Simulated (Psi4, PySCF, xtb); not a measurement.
Torsional profile of SMILES Br[SiH2]N, singlet. Scanned: dihedral H4–N1–Si2–Br3; all other coordinates were relaxed at B3LYP-D3(BJ)/def2-SVP. Heavy atoms are numbered in the order of the SMILES N[SiH2]Br, hydrogens after them in the order of the atoms that carry them; the mirror image has the same energies with the sign of each dihedral reversed.

- GFN1-xTB // B3LYP-D3(BJ)/def2-SVP (xtb)
- RKS-B3LYP/3-21G = restricted B3LYP/3-21G // B3LYP-D3(BJ)/def2-SVP run with PySCF
- RKS-B3LYP/6-31G* = PySCF with restricted B3LYP/6-31G*, spherical d // B3LYP-D3(BJ)/def2-SVP
- MP2/cc-pVTZ = DF-MP2 (frozen core)/cc-pVTZ // B3LYP-D3(BJ)/def2-SVP (Psi4 1.11)

Energies relative to the lowest point of each profile, in kJ/mol; the last columns give the difference from MP2:

```tsv
φ / °	GFN1-xTB	RKS-B3LYP/3-21G	RKS-B3LYP/6-31G*	MP2/cc-pVTZ	GFN1-xTB − MP2/cc-pVTZ	RKS-B3LYP/3-21G − MP2/cc-pVTZ	RKS-B3LYP/6-31G* − MP2/cc-pVTZ
-150	3.5	14.5	10.7	8.0	-4.6	6.5	2.7
-120	2.9	3.7	6.4	5.6	-2.7	-1.9	0.8
-90	6.2	0.0	0.9	1.0	5.1	-1.0	-0.1
-60	10.4	3.1	0.0	0.0	10.4	3.1	0.0
-30	15.7	14.2	6.8	5.6	10.1	8.6	1.2
0	0.0	19.8	17.5	13.2	-13.2	6.6	4.3
30	15.6	14.2	6.7	5.6	10.1	8.7	1.2
60	10.5	3.1	0.0	0.0	10.5	3.1	0.0
90	6.2	0.0	0.9	1.0	5.1	-1.0	-0.1
120	2.9	3.7	6.4	5.6	-2.7	-1.9	0.8
150	3.4	14.5	10.7	8.0	-4.6	6.5	2.7
180	5.9	25.0	14.7	10.2	-4.3	14.8	4.5
```

GFN1-xTB is furthest from MP2/cc-pVTZ at 0 (-13.2 kJ/mol, below); its mean absolute difference over the points is 6.9 kJ/mol.

RKS-B3LYP/3-21G is furthest from MP2/cc-pVTZ at 180 (14.8 kJ/mol, above); its mean absolute difference over the points is 5.3 kJ/mol.

RKS-B3LYP/6-31G* is furthest from MP2/cc-pVTZ at 180 (4.5 kJ/mol, above); its mean absolute difference over the points is 1.5 kJ/mol.
